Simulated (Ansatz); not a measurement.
Compare A (`CO[SiH2][SiH2]O`) with its isomer B (`O[SiH2]C[SiH2]O`).

Isolated molecules relaxed with PBE0-D4/def2-TZVP in Ansatz; ΔE leaves out vibrations. CCSD(T)/CBS adds triple-zeta CCSD(T) − MP2 to the extrapolated MP2 energy (def2 sets, frozen cores). DFT in def2-TZVPP. B3LYP here is the variant with VWN-RPA as its local correlation; programs differ in this. One conformer a species, not always the lowest.

A:

Z-matrix (Å, degrees):
```
C
O 1 1.409
H 1 1.096 2 111.4
H 1 1.091 2 108.3 3 119.3
H 1 1.096 2 111.4 3 -121.3
Si 2 1.648 1 122.6 3 62.6
Si 6 2.349 2 106.9 1 178.6
H 6 1.495 2 110.4 1 56.1
H 6 1.498 2 110.5 1 -60.8
O 7 1.656 6 111.0 2 172.2
H 7 1.484 6 111.3 2 -70.7
H 7 1.492 6 109.0 2 49.2
H 10 0.958 7 117.4 6 -62.3
```

B:

Z-matrix (Å, degrees):
```
Si
C 1 1.875
O 1 1.643 2 110.3
H 1 1.484 2 111.3 3 118.3
H 1 1.492 2 107.8 3 -122.7
Si 2 1.853 1 113.2 3 58.9
H 2 1.096 1 109.1 3 179.8
H 2 1.095 1 108.8 3 -63.2
H 3 0.965 1 113.1 2 -40.7
O 6 1.666 2 105.6 1 -43.1
H 6 1.489 2 113.0 1 -162.7
H 6 1.489 2 110.9 1 75.8
H 10 0.958 6 117.9 2 -178.4
```

(1) Which isomer does CCSD(T)/CBS put lower? Give the gap. (Best estimate.)

(2) Give E(B) − E(A) in kcal/mol with B2PLYP, HF/def2-TZVPP, CCSD/def2-TZVPP, CCSD(T)/def2-TZVPP, ωB97M-V, r2SCAN-D4, B3LYP. (Best estimate.)

Largest T1 diagnostic: 0.012.

## Answers

(1) Computed: B, by 34.2 kcal/mol.

(2) Computed: B2PLYP -32.2, HF/def2-TZVPP -29.5, CCSD/def2-TZVPP -33.2, CCSD(T)/def2-TZVPP -33.6, ωB97M-V -35.0, r2SCAN-D4 -33.3, B3LYP -29.5. None reverses the order clearly.

From PBE to PBE0 (25 % exact exchange), in def2-TZVPP and without D4, E(B) − E(A) moves by −1.8 kcal/mol. The D4 term adds −1.6 kcal/mol with B3LYP and −0.8 kcal/mol with PBE0; it sums over pairs of atoms, weighted by their polarisabilities, and B3LYP, whose exchange is more repulsive, gets the larger term.
